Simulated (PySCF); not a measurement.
**IF⁻ from Hartree–Fock to correlated methods**

State: ²Σ⁺ (doublet), unpaired electrons σ ↑. Set-up: I aug-cc-pVDZ-PP with ECP28, F aug-cc-pVDZ; scalar-relativistic core potentials (PySCF 2.14). De refers to I + F⁻ in their high-spin ground configurations, without counterpoise correction. The functionals are run spin-unrestricted. A positive dipole points towards F; it is taken about the centre of mass and depends on that origin.

| Level | Re (Å) | ωe (cm⁻¹) | De (eV) | μ (D) | CPU s a point (SCF and correlation, without the integrals) |
| --- | --- | --- | --- | --- | --- |
| UHF | 2.346 | 305 | n/a | -4.12 | 0.25 |
| UHF-MP2 | 2.342 | 304 | 1.54 | n/a | 0.41 |
| UHF-SCS-MP2 | 2.345 | 304 | 1.45 | n/a | n/a |
| UHF-CCSD | 2.346 | 301 | n/a | n/a | n/a |
| UHF-CCSD(T) | 2.348 | 301 | 1.57 | n/a | 16 |
| PBE | 2.429 | 246 | 2.02 | -3.60 | 0.68 |
| PW91 | 2.424 | 248 | 2.04 | -3.59 | 0.58 |
| TPSS | 2.421 | 248 | 2.03 | -3.49 | 0.86 |
| r²SCAN | 2.410 | 258 | 2.04 | -3.53 | 0.79 |
| PBE0 | 2.374 | 276 | 1.90 | -3.53 | 1.2 |
| M06 | 2.390 | 266 | 1.87 | -3.90 | 0.91 |
| HSE06 | 2.379 | 274 | 1.92 | -3.53 | 1.1 |

The bond length runs from 2.342 Å (UHF-MP2) to 2.429 Å (PBE). De spans 1.45 eV (UHF-SCS-MP2, perturbation theory) to 2.04 eV (r²SCAN, meta-GGA).

Correlated steps freeze 5 core orbitals. Correlated levels converge slowly with the basis: in double zeta they bind strong bonds too weakly, by up to about 1 eV, and carry superposition errors of some tenths. Spin–orbit coupling is left out, which matters for elements this heavy, above all for dissociation energies. For an ion De counts to the pair picked by the measured ionisation energies or electron affinities, which need not be the lowest pair at this level. The state was picked by a PBE0 search and need not be the measured ground state.

The whole job (state search and all levels along the bond) took about 3.8 min on 1 thread of Oxide Virtual Turin-like (shared host), peak memory 0.71 GiB.
